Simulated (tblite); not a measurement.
Record of a relaxation.

Species: C2H7BO2Si.
SMILES with atom numbers: `[OH:1][B:2]1[O:3][CH2:4][CH2:5][SiH2:6]1` (hydrogens: H7 on O1; H8, H9 on C4; H10, H11 on C5; H12, H13 on Si6)

Computed with GFN2-xTB (tblite), gas phase: L-BFGS steps from a force-field or distance-geometry start until the largest atomic force falls under 0.01 eV/Å. 14 of its 77 geometries are shown.

Step 0: E = -515.1661 eV, largest atomic force 3.568 eV/Å
```
atom  x, y, z in Å  |  force x, y, z in eV/Å
O1      2.501   -0.140    0.134   -2.263  -0.090  -0.689
B2      1.332    0.135   -0.747    0.726  -1.162   2.118
O3      0.444   -0.921   -1.127    2.976   0.273  -0.910
C4     -0.585   -1.116   -0.299   -2.559  -2.468   0.299
C5     -1.060    0.062    0.467    0.182   1.439   1.534
Si6    -0.002    1.465   -0.206    1.032   0.991  -0.781
H7      2.221   -0.724    0.880    0.587   0.326  -1.333
H8     -1.457   -1.460   -0.895    0.264  -0.149  -0.216
H9     -0.379   -1.994    0.391    0.088   0.569  -0.281
H10    -2.130    0.297    0.378    0.391  -0.537   0.368
H11    -0.722   -0.069    1.518   -0.836   0.162  -0.291
H12     0.475    2.364    0.821   -0.167   0.326   0.348
H13    -0.643    2.103   -1.333   -0.419   0.320  -0.166
```

Step 6: E = -516.1199 eV, largest atomic force 0.825 eV/Å
```
atom  x, y, z in Å  |  force x, y, z in eV/Å
O1      2.410   -0.083    0.129   -0.408  -0.025   0.302
B2      1.261    0.057   -0.591    0.722   0.133  -0.116
O3      0.556   -1.043   -1.056    0.317   0.108   0.138
C4     -0.634   -1.157   -0.321   -0.260  -0.261   0.334
C5     -1.003    0.125    0.469   -0.231  -0.050   0.102
Si6     0.091    1.572   -0.283   -0.519  -0.346   0.264
H7      2.341   -0.822    0.743    0.571  -0.232  -0.549
H8     -1.451   -1.496   -0.979    0.237   0.229   0.038
H9     -0.398   -1.973    0.380   -0.495  -0.106   0.172
H10    -2.081    0.254    0.436   -0.074   0.195  -0.259
H11    -0.813   -0.035    1.544    0.292   0.100  -0.345
H12     0.432    2.433    0.864   -0.153   0.093  -0.211
H13    -0.715    2.169   -1.353    0.002   0.161   0.128
```

Step 12: E = -516.5746 eV, largest atomic force 1.919 eV/Å
```
atom  x, y, z in Å  |  force x, y, z in eV/Å
O1      2.366   -0.069    0.275    1.761  -0.719   0.254
B2      1.299    0.062   -0.486   -0.618  -0.325  -0.005
O3      0.673   -1.142   -0.829   -0.721   0.093   0.283
C4     -0.643   -1.193   -0.278   -0.272   0.057   0.008
C5     -1.048    0.122    0.442    0.041  -0.109  -0.056
Si6     0.030    1.544   -0.290   -0.100   0.192   0.126
H7      2.696   -0.997    0.387   -0.360   1.094  -0.131
H8     -1.366   -1.435   -1.078    0.258   0.087   0.137
H9     -0.648   -2.028    0.459   -0.020   0.264  -0.417
H10    -2.122    0.291    0.382    0.077  -0.188   0.054
H11    -0.768    0.035    1.498   -0.205  -0.020  -0.117
H12     0.299    2.526    0.794   -0.074  -0.186  -0.193
H13    -0.772    2.286   -1.293    0.231  -0.239   0.057
```

Step 18: E = -516.8878 eV, largest atomic force 0.709 eV/Å
```
atom  x, y, z in Å  |  force x, y, z in eV/Å
O1      2.624   -0.061    0.185   -0.341  -0.183  -0.594
B2      1.337    0.006   -0.228   -0.074   0.160  -0.463
O3      0.657   -1.151   -0.543    0.213  -0.240   0.424
C4     -0.739   -1.167   -0.249    0.611  -0.077  -0.171
C5     -1.131    0.133    0.429   -0.130  -0.108   0.002
Si6     0.021    1.488   -0.262    0.167   0.161   0.209
H7      2.951   -0.964    0.119    0.151   0.089   0.175
H8     -1.308   -1.357   -1.167    0.108   0.136  -0.029
H9     -0.867   -2.030    0.417   -0.190  -0.016  -0.043
H10    -2.198    0.247    0.365   -0.365   0.203   0.149
H11    -0.818    0.055    1.467   -0.330  -0.068   0.293
H12     0.181    2.546    0.718    0.043   0.216   0.464
H13    -0.714    2.257   -1.270    0.138  -0.273  -0.416
```

Step 23: E = -517.1846 eV, largest atomic force 0.811 eV/Å
```
atom  x, y, z in Å  |  force x, y, z in eV/Å
O1      2.687   -0.047   -0.098    0.223  -0.052   0.137
B2      1.353    0.005   -0.278   -0.187   0.099   0.082
O3      0.678   -1.180   -0.324    0.318  -0.078  -0.074
C4     -0.715   -1.157   -0.228   -0.737   0.161   0.297
C5     -1.200    0.126    0.458    0.114   0.323   0.224
Si6     0.024    1.501   -0.170   -0.016  -0.321  -0.075
H7      3.062   -0.917    0.107   -0.253   0.330  -0.315
H8     -1.204   -1.270   -1.202    0.253   0.118  -0.249
H9     -0.997   -2.036    0.355   -0.068  -0.202   0.150
H10    -2.286    0.267    0.388    0.407  -0.069  -0.232
H11    -0.974    0.021    1.523   -0.116  -0.035   0.048
H12     0.159    2.585    0.829   -0.078  -0.199  -0.123
H13    -0.592    2.102   -1.378    0.140  -0.074   0.129
```

Step 29: E = -517.2959 eV, largest atomic force 0.258 eV/Å
```
atom  x, y, z in Å  |  force x, y, z in eV/Å
O1      2.691   -0.005   -0.169    0.068  -0.092   0.047
B2      1.348   -0.024   -0.220   -0.095   0.020   0.021
O3      0.677   -1.215   -0.185    0.111  -0.048   0.017
C4     -0.741   -1.146   -0.182    0.098  -0.072   0.047
C5     -1.203    0.141    0.502   -0.085  -0.160  -0.044
Si6     0.044    1.453   -0.148   -0.105   0.086  -0.025
H7      3.110   -0.863   -0.060   -0.030   0.026  -0.105
H8     -1.075   -1.184   -1.233   -0.052   0.031   0.251
H9     -1.107   -2.044    0.340    0.081   0.115  -0.137
H10    -2.263    0.286    0.326   -0.059   0.115  -0.089
H11    -1.074    0.019    1.582   -0.003   0.027  -0.067
H12     0.098    2.553    0.820    0.032   0.014   0.027
H13    -0.510    2.031   -1.391    0.040  -0.061   0.057
```

Step 35: E = -517.3102 eV, largest atomic force 0.109 eV/Å
```
atom  x, y, z in Å  |  force x, y, z in eV/Å
O1      2.694   -0.002   -0.177    0.013  -0.016  -0.009
B2      1.349   -0.025   -0.194    0.008   0.023   0.007
O3      0.689   -1.222   -0.152   -0.060   0.071  -0.001
C4     -0.730   -1.147   -0.161    0.044  -0.010  -0.053
C5     -1.217    0.140    0.501    0.005  -0.097   0.004
Si6     0.038    1.449   -0.132    0.039   0.023   0.027
H7      3.116   -0.862   -0.128   -0.001  -0.029  -0.032
H8     -1.063   -1.166   -1.204   -0.018  -0.034  -0.100
H9     -1.105   -2.054    0.324    0.028   0.013   0.099
H10    -2.269    0.305    0.286    0.011  -0.015  -0.020
H11    -1.108    0.026    1.580   -0.080   0.054   0.051
H12     0.094    2.553    0.829    0.007   0.023   0.018
H13    -0.491    2.005   -1.391    0.005  -0.006   0.008
```

Step 41: E = -517.3187 eV, largest atomic force 0.080 eV/Å
```
atom  x, y, z in Å  |  force x, y, z in eV/Å
O1      2.702   -0.010   -0.183   -0.022   0.062  -0.036
B2      1.355   -0.008   -0.178    0.055  -0.047   0.007
O3      0.693   -1.203   -0.155    0.015  -0.038  -0.044
C4     -0.723   -1.150   -0.156    0.038   0.054   0.037
C5     -1.227    0.135    0.498   -0.008   0.079  -0.008
Si6     0.038    1.455   -0.104    0.052  -0.008   0.012
H7      3.103   -0.881   -0.183    0.000  -0.031   0.002
H8     -1.065   -1.184   -1.200    0.008  -0.051   0.041
H9     -1.069   -2.056    0.350   -0.042   0.015   0.028
H10    -2.267    0.307    0.241   -0.038  -0.020  -0.024
H11    -1.169    0.045    1.584   -0.021  -0.062  -0.029
H12     0.100    2.567    0.849   -0.037   0.000   0.003
H13    -0.476    1.984   -1.380   -0.001   0.047   0.010
```

Step 47: E = -517.3241 eV, largest atomic force 0.073 eV/Å
```
atom  x, y, z in Å  |  force x, y, z in eV/Å
O1      2.713   -0.013   -0.202    0.015  -0.037  -0.017
B2      1.368   -0.009   -0.167   -0.066   0.013  -0.028
O3      0.700   -1.200   -0.159    0.024  -0.019   0.033
C4     -0.716   -1.147   -0.145   -0.031  -0.023   0.008
C5     -1.236    0.142    0.489    0.011   0.035  -0.005
Si6     0.052    1.457   -0.083   -0.066  -0.007   0.004
H7      3.104   -0.890   -0.228    0.008   0.034   0.007
H8     -1.060   -1.212   -1.186   -0.015  -0.016   0.004
H9     -1.065   -2.039    0.384    0.023  -0.026   0.014
H10    -2.272    0.304    0.200    0.047   0.025  -0.031
H11    -1.218    0.040    1.575    0.022   0.012  -0.023
H12     0.085    2.577    0.863   -0.008  -0.022   0.019
H13    -0.459    1.991   -1.361    0.035   0.032   0.018
```

Step 53: E = -517.3293 eV, largest atomic force 0.094 eV/Å
```
atom  x, y, z in Å  |  force x, y, z in eV/Å
O1      2.710   -0.016   -0.237   -0.029   0.057  -0.004
B2      1.364   -0.009   -0.173    0.056   0.019   0.013
O3      0.704   -1.203   -0.153   -0.019   0.034  -0.015
C4     -0.712   -1.159   -0.126   -0.019  -0.040  -0.004
C5     -1.239    0.147    0.471   -0.013  -0.084  -0.039
Si6     0.056    1.463   -0.062    0.050  -0.009  -0.033
H7      3.099   -0.892   -0.271    0.023  -0.024  -0.001
H8     -1.069   -1.267   -1.159    0.020  -0.014   0.031
H9     -1.039   -2.038    0.442   -0.023   0.021  -0.011
H10    -2.253    0.321    0.125   -0.045  -0.004   0.039
H11    -1.268    0.049    1.556   -0.026   0.069   0.011
H12     0.064    2.569    0.903    0.022  -0.051   0.021
H13    -0.423    2.036   -1.334    0.003   0.027  -0.008
```

Step 58: E = -517.3333 eV, largest atomic force 0.084 eV/Å
```
atom  x, y, z in Å  |  force x, y, z in eV/Å
O1      2.712   -0.010   -0.260    0.016  -0.044   0.027
B2      1.367   -0.007   -0.179   -0.037  -0.030  -0.026
O3      0.705   -1.201   -0.156    0.002  -0.027   0.022
C4     -0.713   -1.173   -0.115    0.024   0.053   0.011
C5     -1.246    0.144    0.450   -0.017   0.077   0.028
Si6     0.061    1.462   -0.064   -0.032   0.005  -0.007
H7      3.104   -0.887   -0.283   -0.010   0.051  -0.017
H8     -1.075   -1.316   -1.140    0.002   0.007  -0.022
H9     -1.031   -2.038    0.477    0.019   0.000   0.020
H10    -2.258    0.326    0.097    0.001  -0.052  -0.017
H11    -1.293    0.078    1.538    0.002  -0.007  -0.032
H12     0.059    2.537    0.935    0.034  -0.029   0.025
H13    -0.398    2.086   -1.318   -0.004  -0.004  -0.012
```

Step 64: E = -517.3361 eV, largest atomic force 0.038 eV/Å
```
atom  x, y, z in Å  |  force x, y, z in eV/Å
O1      2.709   -0.007   -0.275   -0.004   0.032  -0.018
B2      1.365   -0.011   -0.185   -0.015   0.026   0.016
O3      0.706   -1.204   -0.145    0.010   0.008  -0.004
C4     -0.710   -1.176   -0.099    0.004  -0.020   0.001
C5     -1.258    0.151    0.432    0.027  -0.010  -0.025
Si6     0.062    1.463   -0.062   -0.008  -0.001   0.004
H7      3.108   -0.878   -0.321    0.014  -0.028   0.012
H8     -1.074   -1.350   -1.119   -0.003   0.004   0.009
H9     -1.016   -2.026    0.520   -0.027  -0.001   0.005
H10    -2.261    0.314    0.049   -0.006   0.006  -0.010
H11    -1.332    0.102    1.518   -0.008  -0.009   0.006
H12     0.070    2.501    0.977    0.030  -0.005  -0.009
H13    -0.374    2.121   -1.306   -0.014  -0.002   0.011
```

Step 70: E = -517.3368 eV, largest atomic force 0.023 eV/Å
```
atom  x, y, z in Å  |  force x, y, z in eV/Å
O1      2.707   -0.002   -0.287    0.005  -0.014   0.008
B2      1.363   -0.007   -0.188    0.009  -0.009  -0.016
O3      0.708   -1.203   -0.145   -0.006   0.001   0.010
C4     -0.708   -1.179   -0.094   -0.012  -0.007  -0.001
C5     -1.260    0.151    0.425   -0.008  -0.011   0.000
Si6     0.061    1.464   -0.060    0.017  -0.006  -0.003
H7      3.106   -0.875   -0.322   -0.001   0.017  -0.002
H8     -1.076   -1.363   -1.111    0.013  -0.008   0.000
H9     -1.015   -2.022    0.535    0.007   0.001  -0.009
H10    -2.259    0.311    0.029   -0.007   0.011  -0.002
H11    -1.347    0.104    1.510   -0.008   0.006   0.006
H12     0.088    2.490    0.989    0.008   0.012  -0.005
H13    -0.374    2.132   -1.299   -0.018   0.007   0.012
```

Step 76: E = -517.3373 eV, largest atomic force 0.010 eV/Å
```
atom  x, y, z in Å  |  force x, y, z in eV/Å
O1      2.706   -0.001   -0.290   -0.006  -0.002  -0.006
B2      1.363   -0.009   -0.192    0.002  -0.003   0.004
O3      0.709   -1.205   -0.139    0.001   0.000  -0.003
C4     -0.708   -1.182   -0.091    0.004   0.006   0.001
C5     -1.262    0.151    0.420   -0.001   0.005   0.004
Si6     0.063    1.463   -0.060   -0.003  -0.001  -0.001
H7      3.109   -0.872   -0.324    0.007  -0.005   0.005
H8     -1.071   -1.373   -1.108    0.000   0.005  -0.003
H9     -1.016   -2.022    0.541    0.005  -0.002   0.002
H10    -2.257    0.314    0.017    0.000   0.000  -0.002
H11    -1.358    0.107    1.506   -0.003   0.001   0.002
H12     0.106    2.488    0.990   -0.002  -0.006  -0.002
H13    -0.388    2.142   -1.288   -0.003   0.001   0.001
```

**Question.** Summarise the path.

**Answer.** The energy falls by 50.07 kcal/mol from step 0 to step 76; nine tenths of that is first reached at step 22. It falls at every step. The largest force goes from 3.568 to 0.010 eV/Å. Among the bonds O1–B2 changes most, from 1.489 to 1.347 Å; the atoms move by 0.654 Å rms after alignment.

What follows is the cost of the whole relaxation. On an Intel Xeon at 2.50 GHz with one thread, on a shared host, this took 1.2 s wall.
